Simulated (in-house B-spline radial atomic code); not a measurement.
A run on Sb- that did not converge. Method: scalar-relativistic (X2C) PBE0, spin-polarised, spherical fractional occupations, exact exchange averaged over the configuration, Fermi nucleus of rms radius 4.6802 fm; computed with a B-spline radial code for spherical atoms.

Command:
```bash
python run_scf.py task.json out
```
Settings (nuclear radius in fm, mass in u):
```
Z                51
configuration    [Kr] 4d10 5s2 5p4
hamiltonian      x2c
method           pbe0
spin_polarised   True
nucleus          fermi
rms_radius       4.6802
atomic_mass      120.90381
speed_of_light   137.035999084
exact_exchange   averaged over the configuration
```

First and last ten iterations of the last attempt (damped for 15 steps, keeping 80 % of the old Fock matrix, then DIIS):
```
 iter        energy (Eh)    residual
    1       -6478.525796    4.67e-01
    2       -6478.596659    2.13e-01
    3       -6479.739632    1.32e-01
    4       -6480.212815    7.98e-02
    5       -6480.397254    4.75e-02
    6       -6480.465421    2.80e-02
    7       -6480.489551    1.73e-02
    8       -6480.497839    1.11e-02
    9       -6480.500648    7.20e-03
   10       -6480.501618    4.74e-03
  111       -6480.449133    1.51e-02
  112       -6480.448676    1.51e-02
  113       -6480.448843    1.51e-02
  114       -6480.448964    1.51e-02
  115       -6480.449051    1.51e-02
  116       -6480.449010    1.51e-02
  117       -6480.451845    1.46e-02
  118       -6480.449585    1.50e-02
  119       -6480.501233    2.46e-03
  120       -6480.501607    1.97e-03
 not converged after 120 iterations
```

The smallest residual met was 2.8e-04; the threshold is about 5e-07. No energy from this run should be used. Run time, properties included: 3.2 s on 1 thread of Intel(R) Xeon(R) 6975P-C, on a shared host.
